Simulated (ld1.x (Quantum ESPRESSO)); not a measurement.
## Plane-wave convergence, TM potential for chromium (Cr)

```json
{
  "Element": "chromium",
  "Generator": "ld1.x (Quantum ESPRESSO) 7.5",
  "Type": "norm-conserving Troullier–Martins (Kleinman–Bylander form)",
  "Functional": "LDA (PZ)",
  "Relativity": "scalar-relativistic",
  "Frozen core": "[Ne]",
  "Valence charge": "14",
  "Reference configuration": "3s2 3p6 3d5 4s0.75 4p0.25",
  "Partial waves": "3s (bound): rc 0.95 bohr; 3p (bound): rc 1.15 bohr; 3d (bound): rc 1.80 bohr",
  "Local potential": "the d channel",
  "Core correction": "a·sin(br)/r model core, default radius (core density twice the valence density)"
}
```

Occupied shells without a wave of their own: 4p, 4s. They enter only through the test configuration that unscreens the potential, and ld1.x also counts them in the model core charge.

The pseudo-atom Hamiltonian at the reference potential is diagonalised in spherical Bessel functions j_l(qr) that vanish at 20 bohr, with q² up to the cutoff. All-electron valence levels (Ry): 3s -5.4338, 4s -0.3280, 3p -3.3606, 4p -0.0965, 3d -0.2567.

**Question.** How do the lowest levels (Ry) of each channel move with the cutoff, and are there ghosts?

**Answer.**

| cutoff (Ry) | s #1 | s #2 | s #3 | p #1 | p #2 | p #3 | d #1 | f #1 | f #2 | Σ f·Δε (mRy) |
| --- | --- | --- | --- | --- | --- | --- | --- | --- | --- | --- |
| 8 | -4.8817 | -0.2772 | -0.0029 | -1.4180 | -0.0401 | 0.0581 | 0.0358 | 0.0937 | 0.2159 | 14262.1 |
| 15 | -5.0886 | -0.3042 | -0.0066 | -2.5878 | -0.0700 | 0.0434 | 0.0350 | 0.0937 | 0.2159 | 6797.8 |
| 21 | -5.0970 | -0.3088 | -0.0072 | -3.0054 | -0.0790 | 0.0402 | 0.0331 | 0.0937 | 0.2159 | 4260.3 |
| 35 | -5.2258 | -0.3096 | -0.0074 | -3.3295 | -0.0875 | 0.0374 | -0.0419 | 0.0937 | 0.2159 | 1681.1 |
| 50 | -5.3721 | -0.3108 | -0.0075 | -3.3584 | -0.0894 | 0.0368 | -0.2238 | 0.0937 | 0.2159 | 303.7 |
| 60 | -5.4033 | -0.3118 | -0.0076 | -3.3594 | -0.0896 | 0.0368 | -0.2492 | 0.0937 | 0.2159 | 108.0 |
| 90 | -5.4145 | -0.3126 | -0.0077 | -3.3602 | -0.0896 | 0.0368 | -0.2566 | 0.0937 | 0.2159 | 43.2 |
| 120 | -5.4233 | -0.3132 | -0.0078 | -3.3606 | -0.0897 | 0.0367 | -0.2566 | 0.0937 | 0.2159 | 22.4 |
| 180 | -5.4331 | -0.3140 | -0.0079 | -3.3606 | -0.0897 | 0.0367 | -0.2567 | 0.0937 | 0.2159 | 1.7 |
| 230 | -5.4333 | -0.3140 | -0.0079 | -3.3606 | -0.0897 | 0.0367 | -0.2567 | 0.0937 | 0.2159 | 1.2 |
| 350 | -5.4339 | -0.3140 | -0.0079 | -3.3606 | -0.0897 | 0.0367 | -0.2567 | 0.0937 | 0.2159 | 0.0 |
| 400 | -5.4339 | -0.3140 | -0.0079 | -3.3606 | -0.0897 | 0.0367 | -0.2567 | 0.0937 | 0.2159 | 0.0 |

Result: no extra level below or beside the all-electron valence levels (s, p, d, f tested); 10 mRy is reached at 140 Ry and 1 mRy at 260 Ry.

ld1.x takes every shell without a wave as core, so the model core holds the 4p, 4s electrons as well and exchange and correlation see them twice. This cancels in the reference configuration, but the file is broken for other ones, and its errors say nothing about a proper core correction.
